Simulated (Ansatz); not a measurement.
Reaction (substitution at a C–Sn bond): `C[NH][SnH2][CH]=O` + `CNC` → `CN(C)C=O` + `C[NH][SnH3]`

Computed with Ansatz on PBE0-D4/def2-TZVP structures; ΔE is electronic, products minus reactants. CBS: MP2 limit from def2 TZ/QZ plus the TZ coupled-cluster correction, frozen cores. Functionals use def2-TZVPP. def2 core potentials past Kr. For Sn outer-core shells are correlated without core-valence functions, which leaves a few kJ/mol of doubt a bond. One conformer a species, not always the lowest.

`C[NH][SnH2][CH]=O`:

```xyz
12

C     0.278   -0.945   -1.547
N    -0.180    0.399   -1.233
Sn    0.297    1.170    0.572
C    -0.552   -0.134    2.159
O    -1.335   -0.997    1.872
H     0.114   -1.160   -2.608
H     1.356   -1.015   -1.377
H    -0.202   -1.743   -0.964
H    -1.163    0.503   -1.445
H    -0.367    2.740    0.667
H     2.004    1.179    0.678
H    -0.250    0.004    3.226
```

`CNC`:

Cartesian coordinates in Å:
```
C 0.388 -0.328 -1.096
N -0.034 -0.667 0.243
C -0.230 0.496 1.078
H 0.468 -1.232 -1.703
H 1.380 0.133 -1.060
H -0.284 0.379 -1.614
H -0.885 -1.211 0.207
H 0.728 1.000 1.231
H -0.603 0.192 2.058
H -0.930 1.238 0.656
```

`CN(C)C=O`:

```xyz
12

C     0.341    1.168    0.619
N     0.087   -0.036   -0.127
C    -0.972   -0.896    0.322
C     0.830   -0.334   -1.217
O     1.736    0.336   -1.659
H     1.169    1.693    0.147
H     0.604    0.933    1.655
H    -0.543    1.814    0.626
H    -0.786   -1.252    1.341
H    -1.045   -1.762   -0.338
H    -1.935   -0.374    0.314
H     0.515   -1.288   -1.681
```

`C[NH][SnH3]`:

Z-matrix (Å, degrees):
```
C
N 1 1.451
H 1 1.094 2 109.7
H 1 1.095 2 110.3 3 -117.1
H 1 1.101 2 115.2 3 121.0
Sn 2 2.028 1 118.3 3 -54.0
H 2 1.011 1 111.0 3 174.0
H 6 1.718 2 112.2 1 -55.0
H 6 1.705 2 106.4 1 -176.1
H 6 1.706 2 105.8 1 64.1
```

| level | ΔE (kJ/mol) | difference from CCSD(T)/CBS |
| --- | --- | --- |
| ωB97M-V | -98.5 | -8.8 |
| PBE0 | -105.7 | -16.0 |
| MP2/def2-TZVPP | -100.3 | -10.6 |
| CCSD/def2-TZVPP | -92.9 | -3.2 |
| CCSD(T)/def2-TZVPP | -93.9 | -4.2 |
| HF/def2-QZVPP | -99.5 | -9.8 |
| MP2/def2-QZVPP | -97.7 | -8.0 |
| HF/CBS(def2) | -99.4 | -9.7 |
| MP2/CBS(def2) | -96.1 | -6.4 |
| CCSD/CBS(def2) | -88.7 | 1.0 |
| CCSD(T)/CBS | -89.7 | 0 |

Largest T1 diagnostic among the species: 0.015.

From PBE to PBE0 (25 % exact exchange), in def2-TZVPP and without D4, ΔE moves by −4.2 kJ/mol.
